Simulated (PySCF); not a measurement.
B(AsH2)2(H) (As₂BH₅), SMILES [AsH2]B[AsH2]. Atoms are numbered in the order given.

```xyz
8

B      0.0000     0.0000     0.8710
As     1.7691    -0.0632    -0.0777
H      2.4574     1.0761     0.6647
H      1.4023     0.7461    -1.3156
As    -1.7691     0.0632    -0.0777
H     -2.4574    -1.0761     0.6647
H     -1.4023    -0.7461    -1.3156
H      0.0000     0.0000     2.0753
```
Charge 0, spin multiplicity 1.

Geometry optimised at B3LYP-D3(BJ)/def2-SVP. This is a generated structure with no PubChem entry under its InChIKey; it may be hypothetical.

All values below come from PySCF with PBE/def2-TZVPD.

Symmetry labels are those of the subgroup C2 that the program uses (full group C2).

List the valence orbital energies around the gap with their symmetry. (The exact figures need the calculation; the answer reports its results.)


```json
[
 {"orbital": "HOMO−7", "symmetry": "B", "energy (eV)": "-15.48"},
 {"orbital": "HOMO−6", "symmetry": "A", "energy (eV)": "-11.42"},
 {"orbital": "HOMO−5", "symmetry": "A", "energy (eV)": "-9.66"},
 {"orbital": "HOMO−4", "symmetry": "B", "energy (eV)": "-9.11"},
 {"orbital": "HOMO−3", "symmetry": "B", "energy (eV)": "-8.32"},
 {"orbital": "HOMO−2", "symmetry": "A", "energy (eV)": "-7.91"},
 {"orbital": "HOMO−1", "symmetry": "A", "energy (eV)": "-6.46"},
 {"orbital": "HOMO", "symmetry": "B", "energy (eV)": "-6.35"},
 {"orbital": "LUMO", "symmetry": "B", "energy (eV)": "-2.89"},
 {"orbital": "LUMO+1", "symmetry": "A", "energy (eV)": "-0.87"},
 {"orbital": "LUMO+2", "symmetry": "B", "energy (eV)": "-0.63"},
 {"orbital": "LUMO+3", "symmetry": "A", "energy (eV)": "-0.37"}
]
```
